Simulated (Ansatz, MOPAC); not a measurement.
Molecule: C2H7Si (charge -1, singlet). SMILES: CC[SiH2-]

Atoms: C1, C2, Si3, H4, H5, H6, H7, H8, H9, H10. Bonds: C1-C2, C1-H4, C1-H5, C1-H6, C2-Si3, C2-H7, C2-H8, Si3-H9, Si3-H10.

Bond lengths (Å) and angles (degrees) optimised at AM1 with MOPAC; PM3 with MOPAC; PM7 with MOPAC; HF/3-21G with Ansatz (an electronic-structure program); PBE/6-31G* with Ansatz; B3LYP/LANL2DZ with Ansatz, each started from the B3LYP-D3(BJ)/def2-TZVP structure (Ansatz) of the last column. A row stands for all coordinates that are equal there; 9 of 16 kinds are shown. 6-31G* holds six Cartesian d functions. No wavenumbers were computed at PBE/6-31G*, B3LYP/LANL2DZ, so these may be saddle points.

```tsv
coordinate	AM1	PM3	PM7	HF/3-21G	PBE/6-31G*	B3LYP/LANL2DZ	B3LYP-D3(BJ)/def2-TZVP
C1-C2	1.496	1.498	1.539	1.546	1.534	1.551	1.531
C1-H4	1.117	1.099	1.096	1.086	1.106	1.100	1.094
C1-H6	1.123	1.101	1.096	1.094	1.118	1.111	1.104
C2-Si3	1.823	1.918	1.887	2.009	1.995	1.994	1.973
C2-H7	1.118	1.103	1.109	1.091	1.111	1.106	1.099
Si3-H9	1.461	1.524	1.440	1.567	1.570	1.557	1.547
C1-C2-Si3	110.4	113.9	116.8	116.3	117.5	117.1	117.4
C2-C1-H4	110.6	111.4	111.9	110.1	110.5	109.8	110.3
C2-C1-H6	111.9	112.8	110.7	112.9	114.4	113.9	113.8
```

Mean signed difference of all 9 bond lengths from B3LYP-D3(BJ)/def2-TZVP: AM1 -0.028 Å, PM3 -0.013 Å, PM7 -0.031 Å, HF/3-21G 0.005 Å, PBE/6-31G* 0.015 Å, B3LYP/LANL2DZ 0.011 Å.
